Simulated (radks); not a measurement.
The numbers below are computed, except where a source is named.
Ionisation of neutral iodine, [Kr] 4d10 5s2 5p5, to I+, [Kr] 4d10 5s2 5p4, under several functionals. Scalar-relativistic Kohn-Sham, spin-polarised, spherical densities, finite nucleus; open shells are filled with parallel spins first (spin-orbit coupling, left out, can overturn this in heavy ions); a radial shooting solver on a logarithmic mesh with Libxc functionals.

| functional | E(I) (hartree) | Exc (hartree) | IE (eV) | -e(HOMO) (eV) | <r> HOMO (bohr) | IE error (eV) |
|---|---|---|---|---|---|---|
| exchange-only PBE | -7113.33321 | -178.12646 | 9.505 | 5.797 | 2.536 | -0.946 |
| PW91 | -7117.15832 | -182.01151 | 10.622 | 6.806 | 2.485 | +0.170 |
| revPBE | -7116.41731 | -181.26544 | 10.485 | 6.695 | 2.487 | +0.034 |
| XLYP | -7117.42843 | -182.26907 | 10.491 | 6.647 | 2.503 | +0.040 |
| B86b exchange with PBE correlation | -7116.93735 | -181.78710 | 10.576 | 6.766 | 2.486 | +0.124 |
| Wu-Cohen GGA | -7115.38057 | -180.21895 | 10.610 | 6.779 | 2.476 | +0.158 |
| SCAN | -7117.57413 | -182.10164 | 10.641 | 6.910 | 2.475 | +0.190 |
| LDA (Slater exchange, VWN5 correlation) | -7110.40587 | -175.20603 | 10.825 | 6.959 | 2.481 | +0.374 |

NIST Atomic Spectra Database: 10.451 eV (measured). Closest: revPBE. The Delta-SCF values span 1.32 eV, the total energies 7.17 hartree. The highest occupied level is 5p. Open shells are spherical and high-spin; term and fine-structure splittings are not resolved. Spin-orbit splitting is averaged out at the scalar-relativistic level.
